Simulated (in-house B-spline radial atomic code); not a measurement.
Checks on a self-consistent run for the tantalum ion Ta⁸⁺, [Kr] 4d10 4f13 5s2 5p3 8g1. Method: Dirac-Hartree-Fock, average of configuration, Fermi nucleus of rms radius 5.3507 fm. Calculated with a radial B-spline atomic code at the basis-set limit.

```
orbital        q       ε (Eh)     <1/r>         <r²>  small-component weight
  1s1/2        2  -2498.59587   85.3938  0.000478686                0.075589
  2s1/2        2   -438.75938   20.7568   0.00730853                0.017112
  2p1/2        2   -418.63145   20.6793   0.00524582                0.017132
  2p3/2        4   -371.85178   17.4893   0.00644418                0.015522
  3s1/2        2   -106.92681   7.63272    0.0476298               0.0056377
  3p1/2        2    -98.01326    7.5332    0.0439044               0.0055636
  3p3/2        4    -87.78149   6.71485    0.0504435               0.0051113
  3d3/2        4    -72.95326   6.58829    0.0393378               0.0049678
  3d5/2        6    -70.74797   6.39344    0.0411407               0.0048399
  4s1/2        2    -27.22521   3.18298     0.236942               0.0018204
  4p1/2        2    -23.49649   3.06778     0.245966               0.0017275
  4p3/2        4    -21.10682   2.79986     0.279285               0.0015722
  4d3/2        4    -14.98018   2.58687     0.304609               0.0013831
  4d5/2        6    -14.53204   2.51926     0.317452               0.0013371
  4f5/2   5.5714     -6.84354   2.11187     0.415104              0.00098033
  4f7/2   7.4286     -6.76252   2.08529     0.425305              0.00096156
  5s1/2        2     -7.88355   1.29194      1.20488              0.00044729
  5p1/2        1     -6.71839   1.20024      1.37386              0.00039844
  5p3/2        2     -6.29101   1.11683      1.53762              0.00036169
  8g7/2  0.44444     -0.64319  0.147718      98.9257              1.8689e-05
  8g9/2  0.55556     -0.64329  0.147757      98.8887              1.8702e-05
```

Electron-electron repulsion V_ee = 5460.0507 hartree.

**Question.** What total energy follows from the eigenvalues?

**Answer.** The eigenvalues count the repulsion twice, so E = Σqε - V_ee = -10133.746 - 5460.051 = -15593.797 hartree; the run printed -15593.797.

**Question.** Does the Dirac virial theorem hold?

**Answer.** For a point nucleus E = -2c²Σq·w, with w the small-component weight. Here Σq·w = 0.41509 and c = 137.0360, so the ratio E/(-2c²Σq·w) is 1.000246; the finite nucleus accounts for the departure from 1.

**Question.** What diamagnetic shielding (Lamb formula) and susceptibility (Langevin formula) do the radii give?

**Answer.** σ = (α²/3)Σq<1/r> = 528.108/(3·137.036²) = 9374.2 ppm, and χ = -0.79199×10⁻⁶·Σq<r²> = -92.89×10⁻⁶ cm³/mol with Σq<r²> = 117.28 bohr². Both are non-relativistic formulas without the paramagnetism of open shells; for so heavy an element the full relativistic shielding is larger by tens of per cent.
